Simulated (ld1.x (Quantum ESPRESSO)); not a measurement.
## S: variants of one ultrasoft potential

Base potential:

- Element: sulfur
- Generator: ld1.x (Quantum ESPRESSO) 7.5
- Type: ultrasoft
- Functional: PW91
- Relativity: scalar-relativistic
- Frozen core: [Ne]
- Valence charge: 6
- Reference configuration: 3s2 3p4
- Partial waves: 3s (bound): rcut 1.10, rcutus 1.35 bohr; 3s channel at -0.5 Ry: rcut 1.10, rcutus 1.35 bohr; 3p (bound): rcut 1.00, rcutus 1.35 bohr; 3p channel at 0.25 Ry: rcut 1.00, rcutus 1.35 bohr; 3d channel at 0.05 Ry: rcut 1.30, rcutus 1.40 bohr; 3d channel at 0.45 Ry: rcut 1.30, rcutus 1.40 bohr
- Local potential: all-electron potential smoothed inside 1.20 bohr (lloc = -1)
- Core correction: none
- Augmentation charge: built from norm-conserving waves at rcut, not smoothed further

All-electron outer shells of the reference configuration (PW91, scalar-relativistic, ld1.x):

```tsv
shell	level (eV)	outermost node (bohr)	outermost maximum (bohr)
2s	-211.79	0.13	0.39
2p	-156.71	–	0.33
3s	-17.30	0.60	1.40
3p	-7.06	0.58	1.61
```

Cutoffs, loose and tight: the cutoffs (Ry, on a coarse ladder) from which the occupation-weighted sum of valence levels, in a spherical-Bessel basis at the reference potential, stays within 10 and 1 mRy of its value at 400 Ry. They do not see the model core or the augmentation charge, which bear on the density cutoff. Test errors are all-electron minus pseudo excitation energies from the reference, over the configurations 3s2 3p3; 3s2 3p2; 3s2 3p1; 3s1 3p4; 3s2 3p0; 3s2 3p3.5; 3s2 3p4.3. A dash means not determined; rows that change the core or the reference have their own tests.

```csv
change,outcome,"cutoff, loose","cutoff, tight",bound ghosts,largest test error (meV)
base,generated,18 Ry,40 Ry,none,+138
core correction a·sin(br)/r model core inside 0.58 bohr,generated,18 Ry,40 Ry,none,+27
core correction a·sin(br)/r model core inside 0.68 bohr,generated,18 Ry,40 Ry,none,+30
core correction a·sin(br)/r model core inside 0.84 bohr,generated,18 Ry,40 Ry,none,+44
core correction a·sin(br)/r model core inside 0.98 bohr,generated,18 Ry,40 Ry,none,+73
core correction a·sin(br)/r model core inside 1.08 bohr,generated,18 Ry,40 Ry,none,+60
core correction a·sin(br)/r model core inside 1.20 bohr,generated,18 Ry,40 Ry,none,+69
core correction a·sin(br)/r model core inside 1.38 bohr,generated,18 Ry,40 Ry,none,+99
core correction a·sin(br)/r model core inside 1.48 bohr,generated,18 Ry,40 Ry,none,+112
core correction a·sin(br)/r model core inside 1.62 bohr,generated,18 Ry,40 Ry,none,+123
```
